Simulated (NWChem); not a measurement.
MoNH2O2F; SMILES [NH2][Mo](=[O])(=[O])[F]

```xyz
7

Mo     0.0634    -0.0201     0.0000
O      1.0048     0.1295     1.3743
O      1.0048     0.1295    -1.3743
F     -0.8091    -1.6537     0.0000
N     -1.2075     1.4079     0.0000
H     -1.5034     1.8997     0.8404
H     -1.5034     1.8997    -0.8404
```
Atoms are numbered in this order, from 1.

Computed with NWChem. Geometry: optimised at PBE0/def2-SVP. def2 effective core potentials on Mo; no spin-orbit coupling. Level MN15/def2-SVP: energy and gradient on several grids; changes count from the extra-fine grid, which is no exact limit either.

Which is the coarsest grid (fine; xcoarse; medium; xfine; coarse) from which on the energy stays within 500 μHa and each gradient component within 500 μHa/bohr of xfine?

medium.
```
grid     size of the energy change (μHa)  largest change of a gradient component (μHa/bohr)
-------  -------------------------------  -------------------------------------------------
xcoarse                            10000                                               8000
coarse                              1000                                                600
medium                              < 10                                               < 30
fine                                < 10                                               < 30
xfine                               < 10                                               < 30
```
